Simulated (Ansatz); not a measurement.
Level of theory: frozen-core CCSD(T)/cc-pVTZ // CAM-B3LYP-D3(BJ)/def2-TZVP in Ansatz (an electronic-structure program). The geometry is that of the parent before the electron was removed.

Ansatz 0.2 input:
```yaml
crystal:
  periodic: [false, false, false]
  atoms:
    - { symbol: B, position_ang: [1.684274, -0.132987, -0.006808] }
    - { symbol: B, position_ang: [0.062454, -0.004007, -0.001123] }
    - { symbol: C, position_ang: [-1.205023, 0.757376, 0.045573] }
    - { symbol: C, position_ang: [-1.30867, -0.558343, -0.036245] }
    - { symbol: H, position_ang: [2.307488, -0.246582, 1.00408] }
    - { symbol: H, position_ang: [2.312125, -0.119454, -1.021097] }
    - { symbol: H, position_ang: [-1.808479, 1.648948, 0.100905] }
    - { symbol: H, position_ang: [-2.044169, -1.344952, -0.085286] }
basis:
  gaussian: { orbitals: cc-pVTZ }
correlation:
  method: ccsd_t
total_charge: 1
magnetization:
  spin_polarized: true
  initial_magnetization: 1
```

Output:

```
Functional definition: HF
1000 factors; integrals over basis functions are off by at most 1.1e-3 eV
mean field evaluation 1: about -3448.3740 eV, gradient 3.4e1 eV
mean field evaluation 2: about -3448.3782 eV, gradient 3.4e1 eV
mean field evaluation 4: about -3454.9968 eV, gradient 3.9e0 eV
mean field evaluation 8: about -3455.3811 eV, gradient 2.2e0 eV
mean field evaluation 16: about -3456.9995 eV, gradient 1.5e-1 eV
mean field evaluation 32: about -3450.3343 eV, gradient 2.9e1 eV
mean field evaluation 64: about -3456.9997 eV, gradient 4.7e-2 eV
mean field evaluation 96: about -3455.3486 eV, gradient 2.6e0 eV
mean field evaluation 128: about -3455.9506 eV, gradient 3.1e0 eV
mean field evaluation 160: about -3454.4025 eV, gradient 1.0e1 eV
mean field evaluation 192: about -3456.0776 eV, gradient 8.0e-4 eV
mean field evaluation 224: about -3457.0002 eV, gradient 7.8e-3 eV
mean field evaluation 256: about -3456.0743 eV, gradient 1.8e-1 eV
mean field evaluation 288: about -3451.9653 eV, gradient 3.7e-1 eV
mean field evaluation 320: about -3451.2696 eV, gradient 8.1e-3 eV
mean field evaluation 352: about -3453.6400 eV, gradient 3.1e0 eV
mean field evaluation 384: about -3450.5361 eV, gradient 1.5e0 eV
mean field evaluation 416: about -3450.8847 eV, gradient 1.0e0 eV
mean field evaluation 448: about -3451.1389 eV, gradient 2.0e-2 eV
mean field evaluation 480: about -3450.7498 eV, gradient 3.7e-2 eV
mean field evaluation 512: about -3451.0238 eV, gradient 5.9e-3 eV
mean field evaluation 544: about -3450.0937 eV, gradient 1.6e-1 eV
mean field evaluation 576: about -3450.7456 eV, gradient 5.4e0 eV
mean field evaluation 608: about -3449.2771 eV, gradient 5.9e-2 eV
mean field evaluation 640: about -3449.4885 eV, gradient 1.3e-2 eV
mean field -3457.00073427 eV, -127.0424337452 hartree, gradient 3.5e-6 eV, S^2 0.763609; 11 other end points of the search recorded, 0 dependent functions left out
determinant -3457.00073427 eV, -127.0424337452 hartree, with singles and doubles -3470.72621487 eV, -127.5468358538 hartree
determinant -3457.00021186 eV, -127.0424145470 hartree, with singles and doubles -3470.72802525 eV, -127.5469023840 hartree
determinant -3456.31536149 eV, -127.0172467601 hartree, with singles and doubles -3469.39708809 eV, -127.4979913457 hartree
determinant -3456.07757367 eV, -127.0085082189 hartree, with singles and doubles -3470.08161681 eV, -127.5231473119 hartree
determinant -3457.00073427 eV, -127.0424337452 hartree, with singles and doubles -3470.50730207 eV, -127.5387909567 hartree
determinant -3457.00021186 eV, -127.0424145470 hartree, with singles and doubles -3470.50760415 eV, -127.5388020579 hartree
4 core orbitals not correlated
reference -3457.00021186 eV, -127.0424145470 hartree; 9, 8 occupied and 163, 164 virtual orbitals, 1000 factors
second order -12.51268049 eV of doubles, -0.00000000 eV of singles
cycle   1  -13.50739596 eV  change   -3.7e-6 eV  update   3.6e-6
perturbative correction -0.63367755 eV, -0.0232872205 hartree
Total energy: -3471.14128538 eV, -127.5620894135 hartree
```

Cost: very roughly 5 core-minutes.
